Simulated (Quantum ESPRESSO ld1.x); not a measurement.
One sound ld1.x (Quantum ESPRESSO 7.5) input for the strontium ion Sr+ gives E = -3129.2254 hartree in 28 iterations:

```
 &input
    zed=38.0,
    iswitch=1,
    rel=0,
    lsd=1,
    dft='PW',
    config='[Kr] 5s1',
    verbosity='high',
    prefix='ld1',
    max_out_wfc=37,
    file_charge='ld1.rho',
 /
```

Changed or added lines, one case at a time, and what came of them:

- rel=1 relpert=.true. (without lsd): refused. The program stops in ld1_readin with "perturbative SO-splitting for AE calculations with rel=0 only": the perturbative correction needs rel = 0.
- iswitch=5: refused. The program stops in ld1_readin with "wrong iswitch": iswitch takes 1 to 4.
- config='[Yb] 5s1': refused. The program stops in el_config with "wrong core: Yb": the cores known are He, Ne, Ar, Kr, Xe, Hg and Rn.
- config='[Kr] 5s1 6d-1': harmless. A negative occupation marks a state as unused; the result equals that of the sound run.
- xmin=-14.0: usable despite the warning. The mesh starts very near the nucleus, where rounding noise keeps the residual above the threshold; the energy differs from the sound run by less than 1e-5 hartree.
- atom='D2' (without zed): crashed. The symbol names no element; the program warns, takes a nuclear charge of zero and dies without a result.
- rel=2 cau_fact=33.54 (without lsd): crashed. The program stops in dirsol with "no classical turning point found": with c below Z the Dirac equation of a point nucleus has no 1s solution.
